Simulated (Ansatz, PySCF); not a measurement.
Gas-phase reaction (SMILES): C[Si](Cl)(Cl)Cl [trichloro(methyl)silane] + N (NH3) -> N[Si](Cl)(Cl)Cl + C (CH4); ammonia cleaves one Si-C bond, a model of a ligand-exchange step.

Structures are relaxed separately at B3LYP-D3(BJ)/def2-TZVP in Ansatz (an electronic-structure program), one conformer each, not searched for the lowest. Cores are frozen in the correlated levels unless marked. No spin-orbit coupling. No relativistic terms. Basis-set limits of correlation are two-point, X^-3; Hartree-Fock from the larger set. [CCSD(T)-MP2]/basis is that difference in the basis named. Thermal terms are rigid-rotor harmonic-oscillator values from B3LYP-D3(BJ) frequencies (Ansatz or PySCF) at 298.15 K and 1 atm. 1 Eh = 627.5095 kcal/mol.

| species | E, RI-MP2/CBS(aug-cc-pV(T+d)Z,aug-cc-pV(Q+d)Z)+[CCSD(T)-MP2]/aug-cc-pV(T+d)Z (Ansatz) (Eh) | E, PBE-D3(BJ)/def2-TZVPD (Ansatz + dftd3) (Eh) | H - E (Eh) | G - E (Eh) |
|---|---|---|---|---|
| C[Si](Cl)(Cl)Cl | -1708.44181 | -1709.49222 | 0.05054 | 0.01081 |
| N (NH3) | -56.50756 | -56.51114 | 0.03799 | 0.01614 |
| N[Si](Cl)(Cl)Cl | -1724.50925 | -1725.55708 | 0.03959 | -0.00133 |
| C (CH4) | -40.46129 | -40.46420 | 0.04840 | 0.02728 |

Question: Work out ΔE and ΔH, ΔG, ΔS and the equilibrium constant at 298.15 K at the first level, then ΔH at the second.

Answer: 
1. ΔE = [(-1724.50925) + (-40.46129)] - [(-1708.44181) + (-56.50756)] = -0.02117 Eh = -13.3 kcal/mol at RI-MP2/CBS(aug-cc-pV(T+d)Z,aug-cc-pV(Q+d)Z)+[CCSD(T)-MP2]/aug-cc-pV(T+d)Z.
2. The terms H - E add up to -0.00054 Eh, so ΔH = (-0.02117 + (-0.00054))×627.5095 = -13.6 kcal/mol.
3. The terms G - E add up to -0.00100 Eh, so ΔG = -13.9 kcal/mol, and ΔS = (-0.00054 - (-0.00100))×627509.5/298.15 = 1.0 cal/(mol K).
4. log10 K = -ΔG/(RT ln 10) = 10.2, with RT ln 10 = 1.3642 kcal/mol.
5. At PBE-D3(BJ)/def2-TZVPD the same steps give ΔE = -11.2 and ΔH = -11.6 kcal/mol, a shift of +2.0 from the first level.
6. These values are not checked against measurement here, since the tables used lack a sound gas-phase enthalpy of formation for at least one species.
